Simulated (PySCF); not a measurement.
# Ionisation energy of Kr by level of theory

Kr [Kr] (1S) → Kr+ [Ar] 3d10 4s2 4p5 (2P), as a difference of total energies. All numbers are calculated (PySCF 2.14, the spin-free X2C one-electron Hamiltonian (Gaussian nucleus), in ANO-RCC-VTZP). Correlated levels: valence and next inner shell: [Ne] frozen. The calculations carry no spin-orbit coupling.

| method | ionisation energy (eV) | error (eV) |
| --- | --- | --- |
| UHF | 13.046 | -1.176 |
| MP2 (valence and next inner shell) | 14.056 | -0.166 |
| SCS-MP2 (valence and next inner shell) | 13.951 | -0.271 |
| CCSD (valence and next inner shell) | 13.904 | -0.318 |
| CCSD(T) (valence and next inner shell) | 13.948 | -0.274 |

Reference: 14.222 eV (measured; NIST levels, between the centres of gravity of the two terms).

Errors of the correlated levels include the incompleteness of this basis and the frozen core.
